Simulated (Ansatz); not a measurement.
A nudged elastic band was laid between two geometries of BFH2O2 + H2 (8 atoms, charge 0, multiplicity 1).

Method: Ansatz, RKS BHLYP-D4/6-31G*.

* movable images: 7
* climbing image: yes
* spring: 5.0 eV/Å²
* optimiser: quadratic models (default)
* start path: through a guess of the saddle point
* force threshold: 0.05 eV/Å
* iteration limit: 60
* end points: relaxed

Image 0:

```xyz
8
Properties=species:S:1:pos:R:3
B -0.163 -0.686 -0.119
O 0.016 -0.382 1.190
H -0.809 -0.256 1.656
O 0.883 -0.900 -0.937
H 1.718 -0.808 -0.480
F -1.387 -0.780 -0.619
H 0.250 2.937 1.380
H 0.303 2.204 1.350
```

Image 8:

```xyz
8
Properties=species:S:1:pos:R:3
B 0.067 0.363 -0.465
O 0.066 0.159 1.952
H -0.872 -0.035 1.983
O 1.251 -0.189 -0.773
H 1.215 -1.147 -0.768
F -1.034 -0.396 -0.411
H -0.040 1.542 -0.433
H 0.158 1.032 2.336
```

(1) Which bonds break or form, and what moves?

(2) Give the energies along the band, and the barrier.

(3) What is the geometry of the highest image?

The band took 14 iterations and about 3 core-minutes.

Results:

(1) Bonds broken: B1–O2, H7–H8. Bonds formed: B1–H7, O2–H8. BFH2O2 + H2 becomes BFH2O + H2O.

(2) It converged. The highest image is number 5 of 0 to 8, 2.70 eV above the first end and 1.62 eV above the last; the last end lies 1.08 eV above the first. Neighbouring images differ by up to 1.8 eV, so the band resolves the path poorly. A vibrational analysis at the climbing image gives 2 clearly imaginary modes (1672i, 201i cm⁻¹): a point of higher order. A lower path may pass nearby, or the ends, which weren't checked, may share the extra mode. The orbitals stay closed-shell, which can raise the energy where a bond breaks towards radicals; this wasn't checked here.

```csv
image,path coordinate (Å),energy (eV),B1–O2 (Å),H7–H8 (Å),B1–H7 (Å)
0,0.00,0.00,1.36,0.74,3.94
1,0.66,0.00,1.36,0.74,3.55
2,1.32,0.01,1.36,0.74,3.05
3,1.97,0.12,1.36,0.73,2.45
4,2.63,0.90,1.38,0.75,1.89
5,3.29,2.70,1.57,1.04,1.36
6,3.87,1.61,1.84,1.66,1.21
7,4.45,1.16,2.13,2.23,1.19
8,5.03,1.08,2.43,2.82,1.18
```

(3) 
```xyz
8
Properties=species:S:1:pos:R:3
B -0.012 0.212 0.023
O 0.134 -0.033 1.562
H -0.730 -0.252 1.925
O 1.081 -0.185 -0.697
H 1.456 -0.999 -0.364
F -1.270 -0.094 -0.357
H 0.049 1.561 0.195
H 0.103 1.119 1.134
```

The run took 3 min on 1 thread of Arm Neoverse V2, on a shared host, peak memory 0.12 GiB.
